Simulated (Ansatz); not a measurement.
This geometry of BrH + Cl2H4N2Ti (11 atoms, charge 0, multiplicity 1) is a first-order saddle point.

All numbers below come from RHF/def2-SVP (Ansatz).

```xyz
11
Properties=species:S:1:pos:R:3
Ti 0.058 -0.233 -0.093
Cl 0.133 0.292 2.411
N 1.718 -0.039 -0.802
H 2.364 -0.809 -0.854
H 2.058 0.774 -1.282
N -0.675 1.415 -0.363
H -1.328 1.592 -1.106
H -0.550 2.221 0.225
Cl -1.291 -1.404 -1.443
Br 0.877 -2.562 1.298
H 0.594 -1.160 2.253
```

Which two structures does it join? (They come from a converged band through this point; their orientation in space is the band's.)

Bonds broken: Ti1–Cl2, Br10–H11. Bonds formed: Ti1–Br10, Cl2–H11. BrH + Cl2H4N2Ti becomes BrClH4N2Ti + ClH.

First end point:

```xyz
11
Properties=species:S:1:pos:R:3
Ti -0.372 0.159 -0.232
Cl -0.574 -0.198 1.991
N 1.371 -0.131 -0.688
H 1.873 -0.966 -0.433
H 1.950 0.490 -1.225
N -0.732 1.895 -0.669
H -1.434 2.166 -1.337
H -0.338 2.697 -0.207
Cl -1.773 -1.121 -1.409
Br 2.535 -2.864 2.041
H 1.450 -2.040 2.414
```

Last end point:

```xyz
11
Properties=species:S:1:pos:R:3
Ti -0.040 -0.576 -0.734
Cl 1.069 0.969 3.144
N 1.696 -0.178 -1.138
H 2.371 -0.870 -1.419
H 2.105 0.738 -1.119
N -0.775 0.960 -0.098
H -1.592 1.407 -0.477
H -0.462 1.409 0.748
Cl -1.205 -1.195 -2.532
Br -0.025 -2.317 0.968
H 0.816 -0.258 2.902
```

How far does it lie above each of them?

1.11 eV above the first and 1.10 eV above the second. This is the barrier of this one path; another mechanism may lie lower. The orbitals stay closed-shell, which can raise the energy where a bond breaks towards radicals; this wasn't checked here.

Run time: 5.2 min on 4 threads of Arm Neoverse V1, on a shared host, peak memory 0.56 GiB.
